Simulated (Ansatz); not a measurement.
`[BH2][GeH2][Br]` + `[CH3][GeH2][F]` → `[CH3][GeH2][Br]` + `[BH2][GeH2][F]`  (redistribution)

Isolated molecules relaxed with PBE0-D4/def2-TZVP in Ansatz; ΔE leaves out vibrations. CCSD(T)/CBS adds triple-zeta CCSD(T) − MP2 to the extrapolated MP2 energy (def2 sets, frozen cores). DFT in def2-TZVPP. HSE06 is defined as in plane-wave codes. For Br, Ge outer-core shells are correlated without core-valence functions, which leaves a few kJ/mol of doubt a bond. Scalar relativity is left out up to krypton.

```
             level  ΔE (kJ/mol)
           PBE0-D4          3.9
        r2SCANh-D4          4.0
          HSE06-D4          3.9
            r2SCAN          3.9
             BHLYP          4.1
SCS-MP2/def2-TZVPP          4.0
CCSD(T)/def2-TZVPP          4.2
SCS-MP2/def2-QZVPP          4.0
```

**Question.** What does CCSD(T)/CBS give? (An estimate is asked.)

**Answer.** Ansatz gave: +4.2 kJ/mol. The listed levels differ from it by -0.3, -0.2, -0.3, -0.3, -0.1, -0.2, 0.0, -0.2 kJ/mol.

Largest T1 diagnostic among the species: 0.012.

Leaving LDA and LC-ωPBE aside and taking each functional with its dispersion term where it has one, the values, not all of them listed here, spread over 1.2 kJ/mol, from BLYP-D4 to PBE-QIDH.
